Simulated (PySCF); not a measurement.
HI, SMILES I (connectivity only; charge and spin as stated), charge +1, multiplicity 2.

Coordinates come from a PBE0-D3(BJ)/def2-TZVPD optimisation. The spin state was assumed, not searched. The def2 effective core potentials stand for the cores of I; spin–orbit coupling is left out.

The numbers are results of M06-2X/def2-TZVPD (PySCF), not measurements.

Computed frontier levels, dipole moment:
```json
{
 "α spin, highest occupied and lowest empty level": "-17.34 and -7.12 eV",
 "β spin, highest occupied and lowest empty level": "-16.78 and -11.75 eV",
 "dipole_moment_about_the_centre_of_nuclear_charge": "1.08 D",
 "⟨S²⟩": "0.757 (pure state 0.75)"
}
```
